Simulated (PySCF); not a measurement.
From computed data to an observable: oscillator strength and radiative lifetime

B(H)(Me)(OMe) (C₂H₇BO), SMILES CBOC.

The structure is a stationary point at PBE0-D3(BJ)/def2-SVP. One conformer was computed; it need not be the lowest.

TDA-CAM-B3LYP/def2-SVPD in PySCF puts the first singlet state with f over 0.02 at 8.57 eV (vertical), with the transition dipole (-0.256, -1.023, 0.000) in atomic units.

**Question.** Find the oscillator strength, the wavelength and the radiative lifetime that this transition would have in vacuum if emission retraced absorption.

**Answer.** 
|μ|² = 1.1121 au, so |μ| = 2.68 D. ΔE = 8.57/27.211 = 0.3149 hartree. f = (2/3) ΔE |μ|² = 0.233 (the program prints 0.233).
λ = 1239.84/8.57 = 145 nm; ν = 69122 cm⁻¹.
Einstein's coefficient A = 0.6670 ν² f s⁻¹ (ν in cm⁻¹) = 7.4e8 s⁻¹, so τ = 1/A = 1.3 ns. This state is S4; the lower singlets have f = 0.003, 0.003, 0.001. The figure is the radiative limit of this one transition; relaxation, internal conversion, crossing to triplets and a medium change what is measured.
